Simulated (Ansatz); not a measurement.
Ansatz (a quantum-chemistry and plane-wave program) input (HF/3-21G): The .json file is the Basis Set Exchange's 3-21G.

Ansatz 0.2 input:
```yaml
crystal:
  periodic: [false, false, false]
  atoms:
    - {symbol: C, position_ang: [-1.25873904, -0.60059727, -1.65071479]}
    - {symbol: Si, position_ang: [0.07775910, -0.10302936, -0.38160882]}
    - {symbol: C, position_ang: [1.81323036, 0.06285898, -1.16587357]}
    - {symbol: P, position_ang: [0.08728921, -1.73595678, 1.33179653]}
    - {symbol: P, position_ang: [-0.50596342, 2.00535921, 0.47422865]}
    - {symbol: H, position_ang: [-1.33669503, 0.14889614, -2.43181798]}
    - {symbol: H, position_ang: [-2.22713077, -0.69959751, -1.17237370]}
    - {symbol: H, position_ang: [-1.00940080, -1.55131888, -2.11128026]}
    - {symbol: H, position_ang: [2.12598861, -0.87984878, -1.60326248]}
    - {symbol: H, position_ang: [2.54756990, 0.35468916, -0.42301602]}
    - {symbol: H, position_ang: [1.79992149, 0.81543230, -1.94824193]}
    - {symbol: H, position_ang: [1.21113666, -1.19613860, 2.03762104]}
    - {symbol: H, position_ang: [-1.64090061, 1.60618665, 1.23015022]}
    - {symbol: H, position_ang: [0.39404826, 2.02950396, 1.57389684]}
basis:
  gaussian:
    orbitals: 3-21G.json
hamiltonian:
  xc: {name: HF}
magnetization: {spin_polarized: true, initial_magnetization: 1}
phonons: {temperatures: {t_min: 298.15, t_max: 298.15, t_step: 100}}
```

Output:

```
Functional definition: HF
integrals: 0.02 GiB planned
930 factors; integrals over basis functions are off by at most 5.3e-4 eV
mean field: 0.37 GiB planned
mean field evaluation 1: about -28459.3856 eV, gradient 1.7e1 eV
mean field evaluation 2: about -28459.3800 eV, gradient 1.7e1 eV
mean field evaluation 4: about -28461.4935 eV, gradient 1.7e0 eV
mean field evaluation 8: about -28461.5474 eV, gradient 8.9e-2 eV
mean field -28461.54771360 eV, -1045.9425865447 hartree, gradient 4.1e-5 eV, S^2 0.759495; 0 other end points of the search recorded, 0 dependent functions left out
the calculation of the forces begins
reference -28461.54771360 eV, -1045.9425865447 hartree; 33, 32 occupied and 42, 43 virtual orbitals, 930 factors
these checks for a lower state are left out or cut short: stability, starts, cluster_reference, orbital_swaps, neighbouring_geometries, increment
integrals: 0.02 GiB planned
930 factors; integrals over basis functions are off by at most 5.3e-4 eV
mean field: 0.37 GiB planned
mean field evaluation 16: about -28461.5476 eV, gradient 1.2e-5 eV
mean field -28461.54756172 eV, -1045.9425809634 hartree, gradient 2.1e-6 eV, S^2 0.759493; 0 other end points of the search recorded, 0 dependent functions left out
the calculation of the forces begins
reference -28461.54756172 eV, -1045.9425809634 hartree; 33, 32 occupied and 42, 43 virtual orbitals, 930 factors
these checks for a lower state are left out or cut short: stability, starts, cluster_reference, orbital_swaps, neighbouring_geometries, increment
integrals: 0.02 GiB planned
930 factors; integrals over basis functions are off by at most 5.3e-4 eV
mean field: 0.37 GiB planned
mean field -28461.54756076 eV, -1045.9425809281 hartree, gradient 1.9e-6 eV, S^2 0.759497; 0 other end points of the search recorded, 0 dependent functions left out
the calculation of the forces begins
reference -28461.54756076 eV, -1045.9425809281 hartree; 33, 32 occupied and 42, 43 virtual orbitals, 930 factors
these checks for a lower state are left out or cut short: stability, starts, cluster_reference, orbital_swaps, neighbouring_geometries, increment
integrals: 0.02 GiB planned
930 factors; integrals over basis functions are off by at most 5.3e-4 eV
mean field: 0.37 GiB planned
mean field evaluation 32: about -28461.5475 eV, gradient 1.9e-6 eV
mean field -28461.54754171 eV, -1045.9425802281 hartree, gradient 2.0e-6 eV, S^2 0.759495; 0 other end points of the search recorded, 0 dependent functions left out
the calculation of the forces begins
reference -28461.54754171 eV, -1045.9425802281 hartree; 33, 32 occupied and 42, 43 virtual orbitals, 930 factors
these checks for a lower state are left out or cut short: stability, starts, cluster_reference, orbital_swaps, neighbouring_geometries, increment
integrals: 0.02 GiB planned
930 factors; integrals over basis functions are off by at most 5.3e-4 eV
mean field: 0.37 GiB planned
mean field -28461.54754184 eV, -1045.9425802328 hartree, gradient 2.1e-6 eV, S^2 0.759496; 0 other end points of the search recorded, 0 dependent functions left out
the calculation of the forces begins
reference -28461.54754184 eV, -1045.9425802328 hartree; 33, 32 occupied and 42, 43 virtual orbitals, 930 factors
these checks for a lower state are left out or cut short: stability, starts, cluster_reference, orbital_swaps, neighbouring_geometries, increment
integrals: 0.02 GiB planned
930 factors; integrals over basis functions are off by at most 5.3e-4 eV
mean field: 0.37 GiB planned
mean field -28461.54756120 eV, -1045.9425809443 hartree, gradient 1.8e-6 eV, S^2 0.759495; 0 other end points of the search recorded, 0 dependent functions left out
the calculation of the forces begins
reference -28461.54756120 eV, -1045.9425809443 hartree; 33, 32 occupied and 42, 43 virtual orbitals, 930 factors
these checks for a lower state are left out or cut short: stability, starts, cluster_reference, orbital_swaps, neighbouring_geometries, increment
integrals: 0.02 GiB planned
930 factors; integrals over basis functions are off by at most 5.3e-4 eV
mean field: 0.37 GiB planned
mean field -28461.54755977 eV, -1045.9425808918 hartree, gradient 2.2e-6 eV, S^2 0.759496; 0 other end points of the search recorded, 0 dependent functions left out
the calculation of the forces begins
reference -28461.54755977 eV, -1045.9425808918 hartree; 33, 32 occupied and 42, 43 virtual orbitals, 930 factors
these checks for a lower state are left out or cut short: stability, starts, cluster_reference, orbital_swaps, neighbouring_geometries, increment
integrals: 0.02 GiB planned
930 factors; integrals over basis functions are off by at most 5.3e-4 eV
mean field: 0.37 GiB planned
mean field -28461.54761505 eV, -1045.9425829231 hartree, gradient 2.1e-6 eV, S^2 0.759501; 0 other end points of the search recorded, 0 dependent functions left out
[...]
mean field: 0.37 GiB planned
mean field -28461.54766562 eV, -1045.9425847817 hartree, gradient 1.7e-6 eV, S^2 0.759495; 0 other end points of the search recorded, 0 dependent functions left out
the calculation of the forces begins
reference -28461.54766562 eV, -1045.9425847817 hartree; 33, 32 occupied and 42, 43 virtual orbitals, 930 factors
these checks for a lower state are left out or cut short: stability, starts, cluster_reference, orbital_swaps, neighbouring_geometries, increment
integrals: 0.02 GiB planned
930 factors; integrals over basis functions are off by at most 5.3e-4 eV
mean field: 0.37 GiB planned
mean field -28461.54766971 eV, -1045.9425849318 hartree, gradient 1.8e-6 eV, S^2 0.759496; 0 other end points of the search recorded, 0 dependent functions left out
the calculation of the forces begins
reference -28461.54766971 eV, -1045.9425849318 hartree; 33, 32 occupied and 42, 43 virtual orbitals, 930 factors
these checks for a lower state are left out or cut short: stability, starts, cluster_reference, orbital_swaps, neighbouring_geometries, increment
integrals: 0.02 GiB planned
930 factors; integrals over basis functions are off by at most 5.3e-4 eV
mean field: 0.37 GiB planned
mean field -28461.54770511 eV, -1045.9425862327 hartree, gradient 1.8e-6 eV, S^2 0.759495; 0 other end points of the search recorded, 0 dependent functions left out
the calculation of the forces begins
reference -28461.54770511 eV, -1045.9425862327 hartree; 33, 32 occupied and 42, 43 virtual orbitals, 930 factors
these checks for a lower state are left out or cut short: stability, starts, cluster_reference, orbital_swaps, neighbouring_geometries, increment
integrals: 0.02 GiB planned
930 factors; integrals over basis functions are off by at most 5.3e-4 eV
mean field: 0.37 GiB planned
mean field evaluation 544: about -28461.5477 eV, gradient 1.7e-6 eV
mean field -28461.54770138 eV, -1045.9425860959 hartree, gradient 1.7e-6 eV, S^2 0.759495; 0 other end points of the search recorded, 0 dependent functions left out
the calculation of the forces begins
reference -28461.54770138 eV, -1045.9425860959 hartree; 33, 32 occupied and 42, 43 virtual orbitals, 930 factors
these checks for a lower state are left out or cut short: stability, starts, cluster_reference, orbital_swaps, neighbouring_geometries, increment
integrals: 0.02 GiB planned
930 factors; integrals over basis functions are off by at most 5.3e-4 eV
mean field: 0.37 GiB planned
mean field -28461.54769112 eV, -1045.9425857186 hartree, gradient 1.7e-6 eV, S^2 0.759496; 0 other end points of the search recorded, 0 dependent functions left out
the calculation of the forces begins
reference -28461.54769112 eV, -1045.9425857186 hartree; 33, 32 occupied and 42, 43 virtual orbitals, 930 factors
these checks for a lower state are left out or cut short: stability, starts, cluster_reference, orbital_swaps, neighbouring_geometries, increment
integrals: 0.02 GiB planned
930 factors; integrals over basis functions are off by at most 5.3e-4 eV
mean field: 0.37 GiB planned
mean field -28461.54768808 eV, -1045.9425856069 hartree, gradient 1.7e-6 eV, S^2 0.759495; 0 other end points of the search recorded, 0 dependent functions left out
the calculation of the forces begins
reference -28461.54768808 eV, -1045.9425856069 hartree; 33, 32 occupied and 42, 43 virtual orbitals, 930 factors
these checks for a lower state are left out or cut short: stability, starts, cluster_reference, orbital_swaps, neighbouring_geometries, increment
integrals: 0.02 GiB planned
930 factors; integrals over basis functions are off by at most 5.3e-4 eV
mean field: 0.37 GiB planned
mean field -28461.54768293 eV, -1045.9425854177 hartree, gradient 1.7e-6 eV, S^2 0.759496; 0 other end points of the search recorded, 0 dependent functions left out
the calculation of the forces begins
reference -28461.54768293 eV, -1045.9425854177 hartree; 33, 32 occupied and 42, 43 virtual orbitals, 930 factors
these checks for a lower state are left out or cut short: stability, starts, cluster_reference, orbital_swaps, neighbouring_geometries, increment
integrals: 0.02 GiB planned
930 factors; integrals over basis functions are off by at most 5.3e-4 eV
mean field: 0.37 GiB planned
mean field -28461.54767948 eV, -1045.9425852909 hartree, gradient 1.8e-6 eV, S^2 0.759495; 0 other end points of the search recorded, 0 dependent functions left out
the calculation of the forces begins
reference -28461.54767948 eV, -1045.9425852909 hartree; 33, 32 occupied and 42, 43 virtual orbitals, 930 factors
these checks for a lower state are left out or cut short: stability, starts, cluster_reference, orbital_swaps, neighbouring_geometries, increment
integrals: 0.02 GiB planned
930 factors; integrals over basis functions are off by at most 5.3e-4 eV
mean field: 0.37 GiB planned
mean field evaluation 576: about -28461.5477 eV, gradient 1.0e-5 eV
mean field -28461.54771017 eV, -1045.9425864187 hartree, gradient 1.8e-6 eV, S^2 0.759495; 0 other end points of the search recorded, 0 dependent functions left out
the calculation of the forces begins
reference -28461.54771017 eV, -1045.9425864187 hartree; 33, 32 occupied and 42, 43 virtual orbitals, 930 factors
these checks for a lower state are left out or cut short: stability, starts, cluster_reference, orbital_swaps, neighbouring_geometries, increment
integrals: 0.02 GiB planned
930 factors; integrals over basis functions are off by at most 5.3e-4 eV
mean field: 0.37 GiB planned
mean field -28461.54770491 eV, -1045.9425862257 hartree, gradient 1.7e-6 eV, S^2 0.759496; 0 other end points of the search recorded, 0 dependent functions left out
the calculation of the forces begins
reference -28461.54770491 eV, -1045.9425862257 hartree; 33, 32 occupied and 42, 43 virtual orbitals, 930 factors
these checks for a lower state are left out or cut short: stability, starts, cluster_reference, orbital_swaps, neighbouring_geometries, increment
integrals: 0.02 GiB planned
930 factors; integrals over basis functions are off by at most 5.3e-4 eV
mean field: 0.37 GiB planned
mean field -28461.54767417 eV, -1045.9425850958 hartree, gradient 1.8e-6 eV, S^2 0.759496; 0 other end points of the search recorded, 0 dependent functions left out
the calculation of the forces begins
reference -28461.54767417 eV, -1045.9425850958 hartree; 33, 32 occupied and 42, 43 virtual orbitals, 930 factors
these checks for a lower state are left out or cut short: stability, starts, cluster_reference, orbital_swaps, neighbouring_geometries, increment
integrals: 0.02 GiB planned
930 factors; integrals over basis functions are off by at most 5.3e-4 eV
mean field: 0.37 GiB planned
mean field -28461.54766952 eV, -1045.9425849251 hartree, gradient 1.7e-6 eV, S^2 0.759495; 0 other end points of the search recorded, 0 dependent functions left out
the calculation of the forces begins
reference -28461.54766952 eV, -1045.9425849251 hartree; 33, 32 occupied and 42, 43 virtual orbitals, 930 factors
Total energy: -28461.54771360 eV, -1045.9425865447 hartree
Atom 0 at    -1.258739    -0.600597    -1.650715 Å, force     0.000057    -0.000118     0.000249 eV/Å
Atom 1 at     0.077759    -0.103029    -0.381609 Å, force     0.000136    -0.002482    -0.001552 eV/Å
Atom 2 at     1.813230     0.062859    -1.165874 Å, force    -0.000571     0.000000     0.000540 eV/Å
Atom 3 at     0.087289    -1.735957     1.331797 Å, force     0.000633     0.001185    -0.001323 eV/Å
Atom 4 at    -0.505963     2.005359     0.474229 Å, force    -0.000532     0.000891     0.000242 eV/Å
Atom 5 at    -1.336695     0.148896    -2.431818 Å, force    -0.000147    -0.000101    -0.000083 eV/Å
Atom 6 at    -2.227131    -0.699598    -1.172374 Å, force     0.000029    -0.000059    -0.000078 eV/Å
Atom 7 at    -1.009401    -1.551319    -2.111280 Å, force     0.000299    -0.000345     0.000016 eV/Å
Atom 8 at     2.125989    -0.879849    -1.603262 Å, force    -0.000165    -0.000302     0.000109 eV/Å
Atom 9 at     2.547570     0.354689    -0.423016 Å, force     0.000219    -0.000739     0.000268 eV/Å
Atom 10 at     1.799921     0.815432    -1.948242 Å, force     0.000082     0.000609     0.000098 eV/Å
Atom 11 at     1.211137    -1.196139     2.037621 Å, force     0.000053    -0.000328     0.000014 eV/Å
Atom 12 at    -1.640901     1.606187     1.230150 Å, force    -0.000772     0.000736     0.000606 eV/Å
Atom 13 at     0.394048     2.029504     1.573897 Å, force     0.000678     0.001054     0.000895 eV/Å
Dipole moment:     0.196328    -0.049576    -0.222497 e Å
Vibrations: 115.36 121.20 148.40 158.35 161.25 168.16 177.42 194.31 199.11 346.16 430.23 676.35 721.91 742.06 756.03 789.76 913.29 925.30 968.91 998.35 1232.32 1469.50 1477.74 1622.21 1622.75 1629.46 1633.33 2334.68 2408.17 2410.58 3186.85 3188.10 3259.63 3261.08 3266.27 3266.82 cm⁻¹, zero-point energy 2.912476 eV
```

The blocks after the first are displaced geometries, from whose forces the wavenumbers follow.
